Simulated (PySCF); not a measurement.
Geometry (Å), atoms numbered from 1 in this order:
```xyz
19

C     2.7520    0.3668    0.1762
C     1.4659    0.4768    0.4564
C     0.4526   -0.5640    0.1362
C    -0.7080   -0.2073   -0.8402
C    -0.9415    1.2763   -1.0635
C    -1.7039   -0.8551    0.1416
C    -0.6065   -0.8818    1.2074
F    -0.4406   -2.0867    1.8463
H     3.4573    1.1427    0.4203
H     3.1546   -0.5071   -0.3095
H     1.0913    1.3646    0.9483
H     0.9484   -1.4843   -0.1771
H    -0.6299   -0.7092   -1.8060
H    -0.0894    1.7233   -1.5707
H    -1.8257    1.4208   -1.6810
H    -1.0954    1.7935   -0.1200
H    -2.5901   -0.2725    0.3818
H    -1.9994   -1.8613   -0.1464
H    -0.7014   -0.1264    1.9925
```

[PySCF 2.14: shielding tensors at PBE0/pcSseg-1 (GIAO); GFN2-xTB geometry; no solvent; one conformer; equivalent nuclei averaged; no relativistic terms]

Q: List the cross peaks expected in HSQC, COSY and HMBC spectra.

A: 

HSQC (one-bond C–H):
```csv
δH,δC
6.24 (H11),146.5 (C2)
5.45 (H10),124.3 (C1)
5.41 (H9),124.3 (C1)
4.94 (H19),93.9 (C7)
3.06 (H12),53.8 (C3)
2.41 (H18),36.5 (C6)
2.28 (H13),27.1 (C4)
1.91 (H17),36.5 (C6)
1.06 (H14/H15/H16),20.2 (C5)
```

COSY cross peaks (H two or three bonds apart, from the bond graph; peaks can be absent where the dihedral angle is near 90°):
```csv
δH,δH
6.24 (H11),5.45 (H10)
6.24 (H11),5.41 (H9)
6.24 (H11),3.06 (H12)
5.45 (H10),5.41 (H9)
4.94 (H19),3.06 (H12)
4.94 (H19),2.41 (H18)
4.94 (H19),1.91 (H17)
3.06 (H12),2.28 (H13)
2.41 (H18),2.28 (H13)
2.41 (H18),1.91 (H17)
2.28 (H13),1.91 (H17)
2.28 (H13),1.06 (H14/H15/H16)
```

HMBC (two and three bonds, from the bond graph; two-bond peaks within aromatic rings are usually weak or absent):
```csv
δH,δC
6.24 (H11),"124.3 (C1), 93.9 (C7), 53.8 (C3), 27.1 (C4)"
5.45 (H10),"146.5 (C2), 53.8 (C3)"
5.41 (H9),"146.5 (C2), 53.8 (C3)"
4.94 (H19),"146.5 (C2), 53.8 (C3), 36.5 (C6), 27.1 (C4)"
3.06 (H12),"146.5 (C2), 124.3 (C1), 93.9 (C7), 36.5 (C6), 27.1 (C4), 20.2 (C5)"
2.41 (H18),"93.9 (C7), 53.8 (C3), 27.1 (C4), 20.2 (C5)"
2.28 (H13),"146.5 (C2), 93.9 (C7), 53.8 (C3), 36.5 (C6), 20.2 (C5)"
1.91 (H17),"93.9 (C7), 53.8 (C3), 27.1 (C4), 20.2 (C5)"
1.06 (H14/H15/H16),"53.8 (C3), 36.5 (C6), 27.1 (C4)"
```

Scale: TMS for ¹H (σref 31.72), ¹³C (σref 186.93) (reference shieldings calculated alike).

Short H···H contacts in this conformer between protons four or more bonds apart (candidates for NOE cross peaks, intensity ∝ r⁻⁶): H10···H12 2.42 Å, H11···H16 2.47 Å, H11···H19 2.55 Å, H16···H17 2.60 Å.

Shifts are as computed. Against solution values, carbons near 30 ppm lie about +3 ppm off and those near 130 ppm about +5 ppm (rms about the fit 2.1 ppm; single classes can miss by 10 ppm). Of 1328 compounds with measured shifts, 309 miss one by over three times the rms of a fit or turn the order of signals round; such compounds aren't used in these exercises. Signals without a measured value on file couldn't be tested in this way; 1H shifts scatter by 0.2 ppm about their fit, and single ones miss by 0.5 ppm.
